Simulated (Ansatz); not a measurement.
CH$_{9}$BOSi$_{2}$ (`BOC([SiH3])[SiH3]`), 14 atoms. The species carries charge 0 and has multiplicity 1. All runs use 4 threads of an Arm Neoverse V2 on a shared host. Correlated methods freeze the cores.

How many basis functions does each run have, and how long does it take in Ansatz? RKS PBE0-D4/def2-TZVP frequencies; RKS ωB97M-V/def2-QZVPP energy; RKS PBE0-D4/def2-TZVPP energy; RKS PBE0-D4/def2-TZVP relaxation (7 steps); RKS SPW92 (LDA)/def2-TZVPP energy; RKS PBE0-D4/def2-SVP energy; RHF-CCSD(T)/def2-SVP energy; RHF-CCSD(T)/def2-TZVPP energy; RKS ωB97M-V/def2-SVP energy; RKS B2PLYP (frozen core)/def2-TZVPP energy; RHF-MP2/def2-QZVPP energy; RKS PBE0-D4/def2-QZVPP energy. (An estimate is asked.)

The calculation gave: Other jobs shared the machine, so times are rough.

```csv
level,job,functions,wall time,peak host memory (GiB)
RKS PBE0-D4/def2-SVP,energy,123,1.4 s,0.6
RKS SPW92 (LDA)/def2-TZVPP,energy,303,1.8 s,0.45
RKS PBE0-D4/def2-TZVPP,energy,303,4.6 s,0.89
RKS ωB97M-V/def2-SVP,energy,123,5.5 s,0.6
RHF-CCSD(T)/def2-SVP,energy,123,8.5 s,0.67
RKS B2PLYP (frozen core)/def2-TZVPP,energy,303,8.5 s,0.94
RKS PBE0-D4/def2-QZVPP,energy,581,13 s,2.6
RKS ωB97M-V/def2-QZVPP,energy,581,27 s,2.9
RKS PBE0-D4/def2-TZVP,relaxation (7 steps),221,33 s,0.64
RHF-MP2/def2-QZVPP,energy,581,35 s,4.7
RKS PBE0-D4/def2-TZVP,frequencies,221,3.8 min,0.65
RHF-CCSD(T)/def2-TZVPP,energy,303,17 min,3.8
```
